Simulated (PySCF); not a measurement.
## UHF on C²⁺ (carbon, charge +2)

Configuration: [He] 2s2, closed-shell 1S. Computed with PySCF 2.14 in def2-SVP, with the non-relativistic Hamiltonian (point nucleus).

- Total energy: -36.350857 hartree
- One-electron energy: -44.0063 hartree
- Hartree (Coulomb) energy: 11.9468 hartree
- Exchange energy: -4.2914 hartree
- Kinetic energy: 36.27401 hartree
- ⟨S²⟩: 0.0000
- ⟨L²⟩: 0.000
- Sum of ⟨r⟩: 3.326 bohr
- Sum of ⟨r²⟩: 4.749 bohr²
- Density at the nucleus (Gaussians lack the cusp): 117 bohr⁻³
- Langevin diamagnetic susceptibility: -3.76 ×10⁻⁶ cm³/mol
- Time after the integrals: 0.03 s of wall time on 1 thread of Neoverse-V2 (shared host)

```json
{"shell": "1s", "electrons": "2", "mean orbital energy (hartree)": "-12.66908", "rms radius, mean of both spins (bohr)": "0.311"}
{"shell": "2s", "electrons": "2", "mean orbital energy (hartree)": "-1.67862", "rms radius, mean of both spins (bohr)": "1.51"}
```
